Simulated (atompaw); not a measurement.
# Scattering properties, PAW (atompaw) potential for ruthenium (Ru)

Ru, PAW, made with atompaw 4.2.0.5 (PBEsol, scalar-relativistic). Core [Kr], reference 4d7 5s0.75 5p0.25. Waves: 5s (bound): rc 3.00 bohr; 5s channel at 0.7 Ry: rc 2.40 bohr; 5p (bound): rc 3.00 bohr; 5p channel at 2.7 Ry: rc 3.00 bohr; 4d (bound): rc 3.00 bohr; 4d channel at 2.85 Ry: rc 2.05 bohr; 4f channel at 0.4 Ry: rc 3.00 bohr. Local part: bessel scheme, radius 2.45 bohr. Core correction: smooth core density matched at 2.05 bohr. Augmentation charge: sinc compensation charge, radius 2.60 bohr; PAW radius 3.00 bohr; waves and projectors: custom rrkj gramschmidtortho.

The phase is arctan(r·u′/u) with u = r·R(r), unwrapped; energies in Ry, scanned from -2 to 5 Ry. A pole is an energy at which the radial function vanishes at the test radius. The pseudo phase is shifted by a multiple of π to meet the all-electron one at the reference energy, and phase errors are pseudo minus all-electron; the curves can meet again beyond the range given. Levels narrower than the energy grid can be missing from the lists of poles.

| channel | radius (bohr) | reference energy (Ry) | poles, all-electron | poles, pseudo | unbroken range about the reference energy with phases within 0.05 rad | phase error 1 Ry above the reference energy (rad) |
| --- | --- | --- | --- | --- | --- | --- |
| s | 3.02 | -0.34 | 1.06 | 1.06 | below 3.5 | -0.000 |
| p | 3.02 | -0.08 | 2.02 | 2.02 | below 4.2 | -0.002 |
| d | 3.02 | -0.41 | -0.23, 3.89 | -0.23, 3.95 | below 1.1 | +0.019 |
| f | 3.02 | 0.40 | 2.67 | 2.99 | below 1.4 | +0.054 |

Phases in the p channel:

```csv
E (Ry),all-electron,pseudo
-2.00,1.318,1.315
-1.76,1.298,1.295
-1.52,1.272,1.270
-1.28,1.240,1.238
-1.04,1.197,1.196
-0.80,1.136,1.135
-0.56,1.042,1.041
-0.32,0.883,0.882
-0.08,0.575,0.575
0.16,-0.021,-0.022
0.40,-0.694,-0.696
0.64,-1.077,-1.079
0.88,-1.270,-1.272
1.12,-1.381,-1.383
1.36,-1.453,-1.454
1.60,-1.505,-1.506
1.84,-1.545,-1.546
2.08,-1.578,-1.579
2.32,-1.607,-1.607
2.56,-1.635,-1.635
2.80,-1.661,-1.662
3.04,-1.690,-1.690
3.28,-1.721,-1.722
3.52,-1.758,-1.761
3.76,-1.804,-1.812
4.00,-1.867,-1.887
4.24,-1.962,-2.015
4.48,-2.123,-2.288
4.72,-2.444,-2.996
4.96,-3.090,-3.910
```
